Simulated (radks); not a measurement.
Question: Species: O2-. Configuration: [Ne]. All-electron calculation, non-relativistic Kohn-Sham, PBEsol, spin-unpolarised, spherical densities, point nucleus; Watson sphere of charge +1.99 and radius 2.01 bohr. Program: a radial shooting solver on a logarithmic mesh with Libxc functionals. Some entries of the table are withheld. Estimate them.

orbital  occ.  eigenvalue (hartree)  <r^2> (bohr^2)
1s          2             -18.59948             (1)
2s          2              -0.79989             (2)
2p          6                   (3)             (4)

Answer: 
(1) 1s <r^2> (bohr^2): 0.05416
(2) 2s <r^2> (bohr^2): 1.851
(3) 2p eigenvalue (hartree): -0.27811
(4) 2p <r^2> (bohr^2): 2.996
